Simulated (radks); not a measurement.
Task: Radial electron density D(r) = 4 pi r^2 rho(r) of an atom or ion with 50 electrons. Calculated with a radial shooting solver on a logarithmic mesh with Libxc functionals: scalar-relativistic Kohn-Sham, PBEsol, spin-polarised, spherical densities, finite nucleus; Fermi nuclear charge, rms radius of each element as measured or else 0.836 A^(1/3) + 0.57 fm.

```
   r/bohr * D(r) (the largest magnitude, 82.3, reaches the edge; | marks zero)
 0.001007 |*
 0.001163 |*
 0.001354 | *
 0.001564 | *
 0.001806 |  *
 0.002086 |   *
 0.002429 |    *
 0.002805 |     *
 0.003239 |      *
 0.003771 |        *
 0.004355 |           *
  0.00503 |             *
 0.005809 |                *
 0.006762 |                    *
  0.00781 |                       *
 0.009019 |                           *
   0.0105 |                               *
  0.01213 |                                   *
    0.014 |                                      *
  0.01617 |                                         *
  0.01883 |                                          *
  0.02174 |                                          *
  0.02511 |                                         *
  0.02924 |                                       *
  0.03376 |                                     *
  0.03899 |                                    *
  0.04503 |                                     *
  0.05242 |                                        *
  0.06054 |                                            *
  0.06992 |                                                 *
   0.0814 |                                                     *
  0.09401 |                                                      *
   0.1086 |                                                   *
   0.1254 |                                              *
    0.146 |                                        *
   0.1686 |                                     *
   0.1947 |                                      *
   0.2266 |                                          *
   0.2617 |                                            *
   0.3023 |                                          *
   0.3491 |                                  *
   0.4064 |                        *
   0.4694 |                *
   0.5421 |             *
    0.631 |             *
   0.7288 |               *
   0.8417 |              *
    0.972 |            *
    1.132 |         *
    1.307 |      *
    1.509 |   *
    1.757 |  *
    2.029 | *
    2.343 |*
    2.706 |*
    3.151 |*
    3.639 |*
    4.202 *
    4.892 *
     5.65 *
    6.525 *
    7.535 *
    8.772 *
    10.13 *
```

What is the nuclear charge?

Result: Z = 50. The innermost maximum, from 1s, lies near gamma/Z bohr with gamma = sqrt(1 - (Z/c)^2) = 0.931, here 0.0186 bohr (found: 0.0204), and its height grows with Z. The density is that of neutral tin in [Kr] 4d10 5s1 5p3; the configuration itself is not fixed sharply by these data, and Z only to a few units. D(r) has 4 maxima, at r = 0.0204, 0.0903, 0.264, 0.777 bohr, and minima at 0.0399, 0.173, 0.569 bohr, inside which lie 1.99, 11.16, 28.95 electrons.
